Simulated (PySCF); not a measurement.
**Worked example: refractive index and permittivity of the vapour**

Mo(NH)(S)(Me)(SH) (CH5MoNS2), SMILES [CH3][Mo](=[NH])(=[S])[SH], multiplicity 1.

Geometry optimised at B3LYP-D3(BJ)/def2-SVP. The spin state was assumed, not searched. The structure was generated by enumeration; whether it is a known compound was not checked. The def2 effective core potentials stand for the cores of Mo; spin–orbit coupling is left out. One conformer was computed; it need not be the lowest.

PySCF with PBE/def2-TZVP gives a mean static polarisability of 106.4 bohr³ and a dipole moment of 2.25 D. Take an ideal gas at 298.15 K and 1 bar, whether or not the substance is that volatile.

### Question
Work out n − 1 in the optical limit and the static ε − 1.

### Answer

Polarisability volume α' = 106.4 × 0.148185 = 15.77 Å³. Number density N = p/kT = 2.43e-5 Å⁻³.
Dilute limit of Lorentz–Lorenz: n − 1 = 2π N α' = 0.0024.
Orientation term of Debye: μ²/(3kT) = 8.098 Å³ × μ²(D²) = 41.00 Å³.
ε − 1 = 4π N (α' + μ²/3kT) = 0.017. Orientation of the dipole supplies 72 % of the static response; it can't follow optical fields. Vibrational polarisation and dispersion are left out.
